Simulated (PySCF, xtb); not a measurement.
Al(SeH)3 (AlH₃Se₃), SMILES [SeH][Al]([SeH])[SeH].

GFN2-xTB (xtb) at its own geometry gives an orbital gap of 3.40 eV and a dipole moment of 1.54 D.

Geometry optimised at B3LYP-D3(BJ)/def2-SVP. One conformer was computed; it need not be the lowest.

Q: What does PySCF with r2SCAN/def2-TZVP give? (An estimate is asked for; the answer gives what the named calculation found.)

A: gap 4.90 eV (levels -6.48 and -1.58 eV), dipole 1.13 D.
